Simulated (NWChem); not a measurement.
System: CH6BeSSi; SMILES C[S][Be][SiH3]

```xyz
10

Be     0.3024    -0.3411    -0.0007
S      0.6586     1.5349     0.0004
C     -1.0312     2.2498    -0.0002
H     -1.5568     2.0332    -0.9394
H     -0.9097     3.3373     0.0892
H     -1.6249     1.8958     0.8526
Si    -0.0699    -2.4877     0.0005
H     -1.1146    -2.8783    -1.0032
H     -0.5424    -2.9883     1.3331
H      1.1673    -3.2650    -0.3408
```
Atoms are numbered in this order, from 1.

Computed with NWChem. The geometry was optimised at PBE0/def2-SVP. Level r2SCAN/def2-SVP: energy and gradient on several grids; changes count from the extra-fine grid, which is no exact limit either.

```csv
grid,size of the energy change (μHa),largest change of a gradient component (μHa/bohr),"time, medium = 1 (rough)"
xcoarse,2000,2000,about 1
coarse,200,500,about 1
medium,90,90,about 1
fine,< 10,30,about 1
xfine,< 10,< 30,3
```
